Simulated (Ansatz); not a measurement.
Basis sets compared for the cluster Li3Al5⁺ (the lowest doublet isomer of a short search). Charge 1, multiplicity 2. Geometry PBE-D4/def2-SVP. Ansatz on 4 threads of Intel Xeon on a shared host; times are rough, and most runs start from earlier orbitals.

```
atom   x (Å)   y (Å)   z (Å)
 Li1   2.210  -1.872  -0.295
 Li2  -1.892  -1.801   1.686
 Li3  -0.192   1.224  -2.136
 Al4  -1.946   0.703   0.114
 Al5  -0.727  -1.404  -0.822
 Al6   0.541  -0.280   1.180
 Al7   2.040   1.116  -0.349
 Al8  -0.036   2.314   0.622
```

The structure comes from a short search, and lower isomers may exist.

```
           level  functions  energy (Eh)  HOMO (eV)  LUMO (eV)  wall time
 PBE-D4/def2-SVP        117   -1233.4371      -7.45      -6.94      6.5 s
PBE0-D4/def2-SVP        117   -1233.5457      -8.09      -6.36       12 s
```

(1) Estimate the rows for PBE-D4/def2-TZVP (with forces), PBE0-D4/def2-TZVP.

Answers

(1) 
```json
{"level": "PBE-D4/def2-TZVP (with forces)", "functions": "227", "energy (Eh)": "-1233.8843", "HOMO (eV)": "-7.34", "LUMO (eV)": "-6.79", "wall time": "19 s"}
{"level": "PBE0-D4/def2-TZVP", "functions": "227", "energy (Eh)": "-1233.9866", "HOMO (eV)": "-7.98", "LUMO (eV)": "-6.18", "wall time": "58 s"}
```
